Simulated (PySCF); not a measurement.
tetrasilane (H$_{10}$Si$_{4}$), singlet, geometry from GFN2-xTB; PySCF with DF-PBE/def2-SV(P).

PySCF was given this input:
```python
from pyscf import gto, scf, dft

mol = gto.M(
    atom='''
Si    2.12583184   -0.97992047    0.95213831
Si    1.08981859    0.98375056    0.30426897
Si   -0.75044984    0.70364371   -1.09076116
Si   -2.44442748   -0.60418660   -0.21378814
H     3.28463556   -0.80359186    1.82955270
H     1.19310244   -1.85202856    1.67198931
H     2.60001803   -1.74488376   -0.20450490
H     2.07880162    1.89236712   -0.29930356
H     0.65736030    1.72312849    1.50366285
H    -0.28813097    0.11273720   -2.35935737
H    -1.29524875    2.00357968   -1.51659198
H    -2.96034576   -0.04672178    1.03956982
H    -3.60309509   -0.77983848   -1.09151795
H    -1.95792107   -1.95076868    0.10048935
''',
    basis='def2-sv(p)',
    verbose=4,
)

mf = dft.RKS(mol)
mf.xc = 'pbe'
mf = mf.density_fit(auxbasis='def2-universal-jkfit')
mf.kernel()
mf.analyze()
```

Output, abridged:

```
PySCF version 2.14.0

[INPUT] verbose = 4
[INPUT] num. atoms = 14
[INPUT] num. electrons = 66
[INPUT] charge = 0
[INPUT] spin (= nelec alpha-beta = 2S) = 0
[INPUT] symmetry False subgroup None
[INPUT] Mole.unit = angstrom
[INPUT] Symbol           X                Y                Z      unit          X                Y                Z       unit  Magmom
[INPUT]  1 Si     2.125831840000  -0.979920470000   0.952138310000 AA    4.017239964480  -1.851781312155   1.799280638606 Bohr   0.0
[INPUT]  2 Si     1.089818590000   0.983750560000   0.304268970000 AA    2.059458660560   1.859019133288   0.574985021504 Bohr   0.0
[INPUT]  3 Si    -0.750449840000   0.703643710000  -1.090761160000 AA   -1.418144667824   1.329693901173  -2.061239859713 Bohr   0.0
[INPUT]  4 Si    -2.444427480000  -0.604186600000  -0.213788140000 AA   -4.619298468561  -1.141747202132  -0.404001033280 Bohr   0.0
[INPUT]  5 H      3.284635560000  -0.803591860000   1.829552700000 AA    6.207061627407  -1.518568531330   3.457353533459 Bohr   0.0
[INPUT]  6 H      1.193102440000  -1.852028560000   1.671989310000 AA    2.254636850150  -3.499826753273   3.159601879101 Bohr   0.0
[INPUT]  7 H      2.600018030000  -1.744883760000  -0.204504900000 AA    4.913321995631  -3.297352425601  -0.386458252132 Bohr   0.0
[INPUT]  8 H      2.078801620000   1.892367120000  -0.299303560000 AA    3.928365729102   3.576055583932  -0.565601756507 Bohr   0.0
[INPUT]  9 H      0.657360300000   1.723128490000   1.503662850000 AA    1.242230932162   3.256240923535   2.841510970183 Bohr   0.0
[INPUT] 10 H     -0.288130970000   0.112737200000  -2.359357370000 AA   -0.544488621305   0.213042432050  -4.458539259274 Bohr   0.0
[INPUT] 11 H     -1.295248750000   2.003579680000  -1.516591980000 AA   -2.447665400685   3.786216863944  -2.865943484912 Bohr   0.0
[INPUT] 12 H     -2.960345760000  -0.046721780000   1.039569820000 AA   -5.594242720417  -0.088291368252   1.964502247163 Bohr   0.0
[INPUT] 13 H     -3.603095090000  -0.779838480000  -1.091517950000 AA   -6.808862920865  -1.473681148597  -2.062669985547 Bohr   0.0
[INPUT] 14 H     -1.957921070000  -1.950768680000   0.100489350000 AA   -3.699934595815  -3.686418537579   0.189897349936 Bohr   0.0

nuclear repulsion = 323.711694270584
number of shells = 52
number of NR pGTOs = 184
number of NR cGTOs = 92
basis = def2-sv(p)
ecp = {}

******** <class 'pyscf.df.df_jk.DFRKS'> ********
method = DFRKS
initial guess = minao
damping factor = 0
level_shift factor = 0
DIIS = <class 'pyscf.scf.diis.CDIIS'>
diis_start_cycle = 1
diis_space = 8
diis_damp = 0
SCF conv_tol = 1e-09
SCF conv_tol_grad = None
SCF max_cycles = 50
direct_scf = False
XC library pyscf.dft.libxc version 7.1.2
    S. Lehtola, C. Steigemann, M. J. T. Oliveira, and M. A. L. Marques,  SoftwareX 7, 1–5 (2018)
XC functionals = pbe
    J. P. Perdew, K. Burke, and M. Ernzerhof,  Phys. Rev. Lett. 77, 3865 (1996)
    J. P. Perdew, K. Burke, and M. Ernzerhof,  Phys. Rev. Lett. 78, 1396 (1997)
    J. P. Perdew, K. Burke, and M. Ernzerhof,  Phys. Rev. Lett. 77, 3865 (1996)
    J. P. Perdew, K. Burke, and M. Ernzerhof,  Phys. Rev. Lett. 78, 1396 (1997)
radial grids:
    Treutler-Ahlrichs [JCP 102, 346 (1995); DOI:10.1063/1.469408] (M4) radial grids

becke partition: Becke, JCP 88, 2547 (1988); DOI:10.1063/1.454033
pruning grids: <function nwchem_prune>
grids dens level: 3
symmetrized grids: False
atomic radii adjust function: <function treutler_atomic_radii_adjust>
small_rho_cutoff = 0
Set gradient conv threshold to 3.16228e-05
Initial guess from minao.
tot grids = 174800
init E= -1162.6992331082
  HOMO = -0.297534554850507  LUMO = -0.0727915565239717  gap/eV = 6.11557
cycle= 1 E= -1162.93487259125  delta_E= -0.236  |g|= 0.169  |ddm|= 3.26
  HOMO = -0.264911373229141  LUMO = -0.0431416445190931  gap/eV = 6.03466
cycle= 2 E= -1162.94158278692  delta_E= -0.00671  |g|= 0.112  |ddm|= 0.39
  HOMO = -0.256279666739527  LUMO = -0.0361182915513466  gap/eV = 5.99090
cycle= 3 E= -1162.94622688421  delta_E= -0.00464  |g|= 0.0495  |ddm|= 0.223
  HOMO = -0.264782341010224  LUMO = -0.0431224907685579  gap/eV = 6.03167
cycle= 4 E= -1162.94732005268  delta_E= -0.00109  |g|= 0.0053  |ddm|= 0.0847
  HOMO = -0.264644534078315  LUMO = -0.0431292973369808  gap/eV = 6.02774
cycle= 5 E= -1162.94733162367  delta_E= -1.16e-05  |g|= 0.00151  |ddm|= 0.0107
  HOMO = -0.264602671482227  LUMO = -0.043068539516909  gap/eV = 6.02825
cycle= 6 E= -1162.94733264403  delta_E= -1.02e-06  |g|= 0.000259  |ddm|= 0.00282
  HOMO = -0.264596295303997  LUMO = -0.0430633075673088  gap/eV = 6.02822
cycle= 7 E= -1162.94733266999  delta_E= -2.6e-08  |g|= 9.27e-05  |ddm|= 0.000603
  HOMO = -0.2646042695346  LUMO = -0.0430686589784552  gap/eV = 6.02829
cycle= 8 E= -1162.94733267417  delta_E= -4.18e-09  |g|= 1.81e-05  |ddm|= 0.000214
  HOMO = -0.264602596229397  LUMO = -0.0430679326394283  gap/eV = 6.02827
cycle= 9 E= -1162.94733267434  delta_E= -1.65e-10  |g|= 2.22e-06  |ddm|= 4.08e-05
  HOMO = -0.264602988741295  LUMO = -0.0430681746246324  gap/eV = 6.02827
Extra cycle  E= -1162.94733267434  delta_E= -4.55e-13  |g|= 1.8e-06  |ddm|= 7.73e-06
converged SCF energy = -1162.94733267434
**** SCF Summaries ****
Total Energy =                       -1162.947332674339577
Nuclear Repulsion Energy =             323.711694270584360
One-electron Energy =                -2255.712720131475180
Two-electron Energy =                  769.053693186551186
Two-electron Coulomb Energy =          855.759098492333578
DFT Exchange-Correlation Energy =      -86.705405305782378
HOMO-LUMO gap [eV] =                     6.028269343797440
**** MO energy ****
MO #1   energy= -65.3933547067006  occ= 2
MO #2   energy= -65.3932687139309  occ= 2
MO #3   energy= -65.3880766480411  occ= 2
MO #4   energy= -65.3880595925647  occ= 2
MO #5   energy= -5.05541279732394  occ= 2
MO #6   energy= -5.05540624929552  occ= 2
MO #7   energy= -5.05189172831937  occ= 2
MO #8   energy= -5.05186771666432  occ= 2
MO #9   energy= -3.46958899641749  occ= 2
MO #10  energy= -3.46912188035367  occ= 2
MO #11  energy= -3.46907148335227  occ= 2
MO #12  energy= -3.46906698846622  occ= 2
MO #13  energy= -3.46895035721645  occ= 2
MO #14  energy= -3.46884219788331  occ= 2
MO #15  energy= -3.46557448659455  occ= 2
MO #16  energy= -3.46557207431711  occ= 2
MO #17  energy= -3.46547341687881  occ= 2
MO #18  energy= -3.46545381304837  occ= 2
MO #19  energy= -3.46544361559685  occ= 2
MO #20  energy= -3.46544247376926  occ= 2
MO #21  energy= -0.537451229579855 occ= 2
MO #22  energy= -0.507929285732393 occ= 2
MO #23  energy= -0.470846110986456 occ= 2
MO #24  energy= -0.435886180833036 occ= 2
MO #25  energy= -0.334375798457989 occ= 2
MO #26  energy= -0.332468946398819 occ= 2
MO #27  energy= -0.320899035177304 occ= 2
MO #28  energy= -0.314957240545402 occ= 2
MO #29  energy= -0.304871457580041 occ= 2
MO #30  energy= -0.304014365930488 occ= 2
MO #31  energy= -0.2862390083837   occ= 2
MO #32  energy= -0.27271410987553  occ= 2
MO #33  energy= -0.264602988741295 occ= 2
MO #34  energy= -0.0430681746246324 occ= 0
MO #35  energy= -0.039355334306177 occ= 0
MO #36  energy= -0.0156407963301158 occ= 0
MO #37  energy= -0.00923261297774103 occ= 0
MO #38  energy= -0.000467776895911154 occ= 0
MO #39  energy= 0.0100502555025417 occ= 0
MO #40  energy= 0.0252609664260656 occ= 0
MO #41  energy= 0.049042211665594  occ= 0
 ** Mulliken pop on meta-lowdin orthogonal AOs  **
 ** Mulliken pop  **
 ** Mulliken atomic charges  **
charge of    0Si =      0.19926
charge of    1Si =      0.09741
charge of    2Si =      0.09740
charge of    3Si =      0.19925
charge of    4H =     -0.05999
charge of    5H =     -0.06549
charge of    6H =     -0.06553
charge of    7H =     -0.05040
charge of    8H =     -0.05525
charge of    9H =     -0.05525
charge of   10H =     -0.05040
charge of   11H =     -0.06553
charge of   12H =     -0.05999
charge of   13H =     -0.06549
Dipole moment(X, Y, Z, Debye):  0.03008,  0.14983, -0.06985
```
